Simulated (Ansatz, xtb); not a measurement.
# Two structures of C2HBGe

Structure X is a singlet given by its coordinates and structure Y is `B=C=[C]=[Ge]`, a triplet. Both are isolated molecules in the gas phase, relaxed with B3LYP-D3(BJ)/def2-SVP.

X (Å):

```yaml
atoms:
  - { symbol: C, position_ang: [-1.5822, 0.3665, -0.3589] }
  - { symbol: C, position_ang: [-2.6763, 1.1395, -0.9279] }
  - { symbol: B, position_ang: [-2.9799, -0.0870, -0.1487] }
  - { symbol: Ge, position_ang: [-0.9488, 1.9187, -1.3297] }
  - { symbol: H, position_ang: [-3.7634, -0.8605, 0.3069] }
```

Close contacts (Å): C1–C2 1.46, C1–B3 1.48, C1–Ge4 1.94, C2–B3 1.48, C2–Ge4 1.94, B3–H5 1.19.

Y (Å):

```xyz
5

C     0.0000    0.0000   -0.0911
C     0.0000    0.0000    1.1948
B     0.0000    0.0000   -1.4767
Ge    0.0000    0.0000    3.0302
H     0.0000    0.0000   -2.6572
```

Q: Which of the two would you expect CCSD(T)/def2-TZVPP electronic energies to favour?

A: Structure X; the calculation gives E(Y) − E(X) = +16.4 kcal/mol.

Level by level:

```
                level               geometry  E(Y) − E(X) (kcal/mol)  departure from the last row (kcal/mol)  job, with rough time for the two
            HF/STO-3G               GFN2-xTB                      +9.7                                    −6.7                single point, 15 s
   r2SCAN-D4/def2-SVP               GFN2-xTB                      +3.8                                   −12.6                single point, 12 s
B3LYP-D3(BJ)/def2-SVP  B3LYP-D3(BJ)/def2-SVP                      +2.8                                   −13.6             optimisation, 1.7 min
        HF/def2-TZVPP  B3LYP-D3(BJ)/def2-SVP                      +4.6                                   −11.8           part of the CCSD(T) run
       MP2/def2-TZVPP  B3LYP-D3(BJ)/def2-SVP                     +25.4                                    +9.0           part of the CCSD(T) run
   CCSD(T)/def2-TZVPP  B3LYP-D3(BJ)/def2-SVP                     +16.4                                                     single point, 6.7 min
```

The levels shown agree on the order. The largest departure from CCSD(T)/def2-TZVPP is that of B3LYP-D3(BJ)/def2-SVP, 13.6 kcal/mol. The triplet state of Y needn't be its ground state.

With harmonic frequencies from B3LYP-D3(BJ)/def2-SVP (ideal gas, rigid rotor, one conformer each, 298.15 K, 1 atm): the zero-point term adds −0.1 kcal/mol; ΔH is +16.7 and ΔG +16.0 kcal/mol.

Open shells are spin-unrestricted. The correlated steps freeze 12 core orbitals; the filled d shell of Ge is correlated, in a basis made for valence electrons. ΔG holds the spin degeneracy. Run with Ansatz 0.2.0, xtb 6.7.1; the last row on 1 thread of AMD EPYC (Zen 3) on a shared host.
